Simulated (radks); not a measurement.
Effect of the nuclear size on the rhenium ion Re+, [Xe] 4f14 5d5 6s1. Calculated with a radial shooting solver on a logarithmic mesh with Libxc functionals: Dirac Kohn-Sham, PBE, spin-unpolarised, spherical densities, finite nucleus; open shells fill j = l - 1/2 first; Fermi nuclear charge, rms radius 5.3698 fm. The rms radius is varied about that value; shifts are against it.

rms radius (fm)	total energy shift (eV)	density at nucleus (e/bohr^3)	1s1/2 shift (meV)	2s1/2 shift (meV)	5s1/2 shift (meV)	5p1/2 shift (meV)	6s1/2 shift (meV)	5d5/2 shift (meV)	6p1/2 (empty) shift (meV)
4.6502	-16.3	1.628e+06	-6610	-940	-9.08	0.234	-0.921	0.327	0.095
5.112	-6.03	1.574e+06	-2440	-347	-3.35	0.086	-0.340	0.121	0.035
5.3698	0	1.547e+06	0.000	0.000	0.000	0.000	0.000	0.000	0.000
5.6383	6.48	1.52e+06	2620	373	3.60	-0.093	0.365	-0.130	-0.037
6.6961	34.0	1.429e+06	13700	1950	18.9	-0.482	1.91	-0.680	-0.196

Slopes of the eigenvalues against <r^2> in GHz/fm^2, as finite differences over the two radii next to the reference (eigenvalue slopes, not the field-shift constants of lines): 1s1/2 216000, 2s1/2 30800, 5s1/2 297, 5p1/2 -7.64, 6s1/2 30.1, 5d5/2 -10.7, 6p1/2 (empty) -3.09.
